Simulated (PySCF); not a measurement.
PySCF 2.14 output of an unrestricted B3LYP calculation on a single atom or ion in x2c-TZVPall (5s5p2d1f, 37 functions), with the spin-free X2C one-electron Hamiltonian (Gaussian nucleus):

```
SCF conv_tol = 1e-09
number electrons alpha = 8  beta = 6
    P. J. Stephens, F. J. Devlin, C. F. Chabalowski, and M. J. Frisch.,  J. Phys. Chem. 98, 11623 (1994)
cycle= 1 E= -341.723212824107  delta_E= -0.00667  |g|= 0.0105  |ddm|= 0.111
cycle= 2 E= -341.72328487953  delta_E= -7.21e-05  |g|= 0.00189  |ddm|= 0.0162
cycle= 3 E= -341.723288155421  delta_E= -3.28e-06  |g|= 0.000413  |ddm|= 0.00315
cycle= 4 E= -341.723288314959  delta_E= -1.6e-07  |g|= 0.000145  |ddm|= 0.00082
cycle= 5 E= -341.723288318787  delta_E= -3.83e-09  |g|= 1.09e-05  |ddm|= 0.000123
cycle= 6 E= -341.72328831881  delta_E= -2.32e-11  |g|= 1.79e-07  |ddm|= 9.64e-06
converged SCF energy = -341.72328831881  <S^2> = 2.0036163  2S+1 = 3.0024099
```

The run itself started from symmetry-adapted Hartree-Fock orbitals and held the occupation by maximum overlap, on a logarithmic radial grid, so the iterations belong to that start.

Q: Which element, charge and spin multiplicity is this?

A: P⁺ (phosphorus, charge +1), multiplicity 3; the state was [Ne] 3s2 3p2, high-spin 3P determinant.
